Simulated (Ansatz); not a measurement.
Compare A (`O[SiH2]SC[SiH3]`) with its isomer B (`C[Si](O)([SiH3])S`).

Calculated with Ansatz (gas phase, PBE0-D4/def2-TZVP geometries, no zero-point term in ΔE). CCSD(T)/CBS adds triple-zeta CCSD(T) − MP2 to the extrapolated MP2 energy (def2 sets, frozen cores). DFT in def2-TZVPP. B3LYP here is the variant with VWN-RPA as its local correlation; programs differ in this. Each species was taken in one conformer, which may not be the lowest.

Which is lower in electronic energy at CCSD(T)/CBS, and by how much? (An estimate is asked.)

Computed: B, by 71.9 kJ/mol.

Give E(B) − E(A) in kJ/mol with MP2/def2-TZVPP, PBE0-D4, B3LYP, PBE-D4, ωB97M-V, CCSD(T)/def2-TZVPP, B3LYP-D4. (An estimate is asked.)

Ansatz gave: MP2/def2-TZVPP -68.5, PBE0-D4 -82.5, B3LYP -76.1, PBE-D4 -83.9, ωB97M-V -71.2, CCSD(T)/def2-TZVPP -73.4, B3LYP-D4 -75.5. None reverses the order clearly.

Largest T1 diagnostic: 0.012.
